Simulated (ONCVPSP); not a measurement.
**Reading a pseudo-wave (Ni (Z = 28))**

Columns: radius, all-electron u(r) and pseudo u(r) of the 3s shell (level -110.78 eV) of nickel in the configuration [Ne] 3s2 3p6 3d8 4s2; PBEsol, scalar-relativistic, ONCV scheme, ONCVPSP 4.0.1.

| r (bohr) | all-electron | pseudo |
| --- | --- | --- |
| 0.060 | 0.1299 | 0.1247 |
| 0.120 | -0.5254 | 0.2543 |
| 0.180 | -0.6826 | 0.3915 |
| 0.240 | -0.4292 | 0.5364 |
| 0.300 | -0.0015 | 0.6851 |
| 0.360 | 0.4336 | 0.8307 |
| 0.420 | 0.7941 | 0.9641 |
| 0.480 | 1.0526 | 1.0760 |
| 0.540 | 1.2112 | 1.1587 |
| 0.600 | 1.2859 | 1.2075 |
| 0.660 | 1.2951 | 1.2205 |
| 0.720 | 1.2582 | 1.2004 |
| 0.780 | 1.1906 | 1.1519 |
| 0.840 | 1.1047 | 1.0820 |
| 0.900 | 1.0095 | 0.9979 |
| 0.960 | 0.9115 | 0.9066 |
| 1.020 | 0.8153 | 0.8136 |
| 1.080 | 0.7236 | 0.7231 |
| 1.140 | 0.6382 | 0.6380 |
| 1.200 | 0.5598 | 0.5597 |
| 1.260 | 0.4890 | 0.4889 |
| 1.320 | 0.4255 | 0.4254 |
| 1.380 | 0.3690 | 0.3689 |
| 1.440 | 0.3192 | 0.3191 |
| 1.500 | 0.2755 | 0.2754 |
| 1.560 | 0.2372 | 0.2372 |

**Question.** How many radial nodes do the two functions have?

**Answer.** The all-electron 3s function has n − l − 1 = 2; the pseudo-wave has 0, since the states of the same l below it are removed with the core.

**Question.** At about which radius was the pseudo-wave matched?

**Answer.** 1.20 bohr, where the columns begin to agree (steps of 0.06 bohr).

**Question.** Is the pseudo-wave norm-conserving?

**Answer.** Yes: the ONCV scheme keeps the norm inside the radius equal to the all-electron one, which fixes the energy derivative of the logarithmic derivative at the level.
